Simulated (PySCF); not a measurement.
**Ne²⁺ (neon, charge +2) across methods**

[He] 2s2 2p4, high-spin 3P determinant. All numbers are calculated (PySCF 2.14, no relativity, point nucleus, in aug-cc-pVTZ with one added diffuse shell each of s, p, d, f type (6s5p4d3f, 62 functions)).

| method | E (hartree) | mean ε 2s β (eV) | mean ε 2p α (eV) | mean ε 2p β (eV) | Σ⟨r²⟩ (bohr²) | ⟨S²⟩ |
| --- | --- | --- | --- | --- | --- | --- |
| LDA | -125.8799 | -74.687 | -56.859 | -52.122 | 5.073 | 2.001 |
| BHandHLYP | -126.6479 | -81.423 | -63.791 | -58.982 | 5.012 | 2.002 |
| r2SCAN | -126.6183 | -75.385 | -58.043 | -53.383 | 5.007 | 2.002 |
| TPSS | -126.6714 | -75.328 | -57.122 | -53.233 | 5.028 | 2.002 |
| PBE0 | -126.5613 | -78.071 | -60.328 | -55.741 | 5.023 | 2.002 |
| PBEsol | -126.2054 | -74.541 | -56.685 | -52.170 | 5.058 | 2.001 |
| UHF | -126.36679 | -86.481 | -70.073 | -64.108 | 4.978 | 2.004 |
| PBE | -126.5427 | -74.740 | -56.788 | -52.543 | 5.051 | 2.001 |

Problem. Estimate the same row for B97-3.

Solution. E (hartree) = -126.6294; mean ε 2s β (eV) = -78.548; mean ε 2p α (eV) = -60.447; mean ε 2p β (eV) = -55.904; Σ⟨r²⟩ (bohr²) = 5.002; ⟨S²⟩ = 2.002.
